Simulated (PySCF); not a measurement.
# How methods differ on the ionisation energy of Ni

Ni [Ar] 3d8 4s2 (3F) → Ni⁺ [Ar] 3d9 (2D), as a difference of total energies. Calculation: PySCF 2.14, in x2c-QZVPPall with one added diffuse shell each of s, p, d, f, g type (12s8p7d5f3g, 133 functions); the spin-free X2C one-electron Hamiltonian (Gaussian nucleus). Correlated levels: valence: [Ar] frozen; valence and next inner shell: [Ne] frozen. The calculations carry no spin-orbit coupling.

| method | ionisation energy (eV) |
| --- | --- |
| UHF | 8.228 |
| LDA | 7.582 |
| PBE | 7.669 |
| PBE0 | 7.769 |
| MP2 (valence) | 6.996 |
| SCS-MP2 (valence) | 7.199 |
| MP2 (valence and next inner shell) | 6.553 |
| SCS-MP2 (valence and next inner shell) | 6.866 |

Task: How much does correlation contribute at MP2 (valence and next inner shell)?

Result: 6.553 − (8.228) = -1.675 eV, measured against UHF.

A first-order spin-orbit estimate (lowest level to lowest level, LS coupling) adds 0.052 eV.

MP2 underrates the near-degeneracy of ns² with np² in the lower species.

For comparison: 7.640 eV (measured; NIST Atomic Spectra Database, ionization energies).
